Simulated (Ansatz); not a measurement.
Abstraction of Br: CH2Br2 + C2H3O → CH2Br + C2H3BrO

Gas-phase species: CH2Br2 `BrCBr`, singlet; C2H3O (acetyl radical) `C[C]=O`, doublet; CH2Br `[CH2]Br`, doublet; C2H3BrO (acetyl bromide) `CC(=O)Br`, singlet. A radical takes Br: the energy is the difference in strength between two C–Br bonds in different surroundings.

Shapes, held fixed at every level: PBE0-D4/def2-TZVP. Programs: Ansatz 0.2.0. The zero-point and thermal change to 298 K, harmonic and unscaled (PBE0-D4/def2-TZVP), is -4.9 kJ/mol.

| level | kind | ΔH(298 K) (kJ/mol) | less CCSD(T)/def2-TZVPP |
| --- | --- | --- | --- |
| MP2/def2-SVP | perturbation theory | -19.4 | -3.1 |
| HF/def2-TZVPP | Hartree–Fock | -21.7 | -5.4 |
| r2SCAN-D4/def2-TZVPP | meta-GGA | -38.0 | -21.7 |
| wB97M-V/def2-TZVPP | range-separated hybrid | -16.2 | +0.1 |
| wB97X-V/def2-TZVPP | range-separated hybrid | -13.8 | +2.5 |
| CCSD/def2-SVP | coupled cluster or CI | -19.4 | -3.1 |
| CCSD(T)/def2-TZVPP | coupled cluster or CI | -16.3 | 0.0 |

The highest level, CCSD(T)/def2-TZVPP, gives ΔH(298 K) = -16.3 kJ/mol; the levels span -38.0 to -13.8. The column of differences is taken from that level and isn't an error. No measured value is set beside it here. Open shells run unrestricted. Relativity is left out for Br. Outer-core shells of Br are correlated, in sets that cover them unevenly.
